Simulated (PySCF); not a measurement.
Gas-phase reaction: 2 SnH2F2 + 4 H2 + Sn2O2 = 4 SnH3F + 2 O

Method: PySCF energies plus ideal-gas RRHO corrections (1 bar). † marks an energy on the PBE0/def2-TZVP geometry and frequencies; other levels use their own. CCSD(T) freezes the core. Open shells (unrestricted): O (multiplicity 3); the rest are closed-shell singlets. Spin-orbit splitting is ignored; it lowers the true energy and changes the entropy of O. Sn: scalar-relativistic def2 core potential, no spin-orbit coupling. SnH2F2, Sn2O2, SnH3F: computed as isolated molecules; such fragments, hydroxides, amides, oligomers or adducts are transient or little studied in the gas. CCSD(T) isn't extrapolated to the basis-set limit. Warning, large T1 diagnostic: Sn2O2 (CCSD(T)/def2-TZVPP†).

```tsv
level	ΔH°(298 K), kJ
BLYP/def2-TZVP†	___
CCSD(T)/def2-TZVPP†	1006
HF/def2-TZVP†	___
M06-2X/def2-TZVP†	1096
PBE/def2-SVP	1081
PBE0/def2-QZVP†	1009
PBE0/def2-SVP†	___
r2SCAN/def2-TZVP†	1063
LDA/def2-TZVP†	___
ωB97X-V/def2-TZVP†	1013
```

Problem. Some entries are withheld; supply them.

Solution. 
- BLYP/def2-TZVP†, ΔH°(298 K), kJ: 1142
- HF/def2-TZVP†, ΔH°(298 K), kJ: 512
- PBE0/def2-SVP†, ΔH°(298 K), kJ: 936
- LDA/def2-TZVP†, ΔH°(298 K), kJ: 1227
